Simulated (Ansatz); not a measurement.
System: C7H15 (charge 0, doublet). It need not be the lowest isomer of its formula. 
Structure (B3LYP-D3(BJ)/def2-TZVP (Ansatz, a first-principles code) minimum search):
SMILES: CC(C[C](C)C)C
```xyz
22

C      1.9342    -1.2563     0.5642
C      1.3540    -0.0094    -0.0069
C      1.7973     1.2990     0.5519
C      0.1452    -0.0491    -0.8805
C     -1.1851     0.3325    -0.1850
C     -1.4937    -0.5956     0.9880
C     -2.3295     0.3408    -1.1968
H      3.0252    -1.1940     0.6384
H      1.6824    -2.1330    -0.0352
H      1.5733    -1.4547     1.5865
H      1.5479     2.1297    -0.1129
H      2.8765     1.3154     0.7305
H      1.3229     1.5181     1.5222
H      0.0285    -1.0484    -1.3130
H      0.2797     0.6438    -1.7219
H     -1.0713     1.3492     0.2071
H     -2.4382    -0.3246     1.4645
H     -0.7124    -0.5563     1.7480
H     -1.5768    -1.6323     0.6492
H     -3.2675     0.6507    -0.7311
H     -2.1233     1.0224    -2.0248
H     -2.4810    -0.6576    -1.6169
```
Charge 0, spin multiplicity 2.

Total electronic energies in hartree. Cores are frozen in the correlated levels unless marked. Open shells are spin-unrestricted. Spin-orbit coupling is left out. Non-relativistic. Basis-set limits of correlation are two-point, X^-3; Hartree-Fock from the larger set. The bracket is a focal-point correction in the basis named.

| level | program | energy (Eh) |
|---|---|---|
| HF/STO-3G | Ansatz | -270.56958 |
| HF/6-31G* | Ansatz | -273.77532 |
| HF/cc-pVTZ | Ansatz | -273.87049 |
| HF/cc-pVQZ | Ansatz | -273.88770 |
| BLYP-D4/def2-TZVPD | Ansatz + dftd4 | -275.69028 |
| PBE0/def2-SVP | Ansatz | -275.19524 |
| PBE0-D3(BJ)/def2-TZVP | Ansatz + dftd3 | -275.50081 |
| PBE0/def2-TZVP | Ansatz | -275.48429 |
| CAM-B3LYP-D3(BJ)/def2-TZVPD | Ansatz + dftd3 | -275.67667 |
| CAM-B3LYP/def2-TZVPD | Ansatz | -275.66217 |
| LC-wPBE-D3(BJ)/def2-TZVPD | Ansatz + dftd3 | -275.68234 |
| LC-wPBE-D4/def2-TZVPD | Ansatz + dftd4 | -275.68445 |
| wB97X-V/def2-TZVPD | Ansatz | -275.75500 |
| B2PLYP/def2-TZVPD | Ansatz | -275.54520 |
| PBE-QIDH/def2-TZVPD | Ansatz | -275.43865 |
| MP2/6-31G | Ansatz | -274.29139 |
| MP2/cc-pVDZ | Ansatz | -274.78531 |
| SCS-MP2/cc-pVDZ | Ansatz | -274.78535 |
| CCSD/cc-pVTZ | Ansatz | -275.16091 |
| CCSD(T)/6-31G* | Ansatz | -274.79501 |
| CCSD(T)/cc-pVDZ | Ansatz | -274.91772 |
| CCSD(T)/cc-pVTZ | Ansatz | -275.21195 |
| RI-MP2/CBS(cc-pVTZ,cc-pVQZ)+[CCSD(T)-MP2]/cc-pVTZ | Ansatz | -275.3567 |

Totals of different functionals don't rank their quality; only differences between species are comparable.
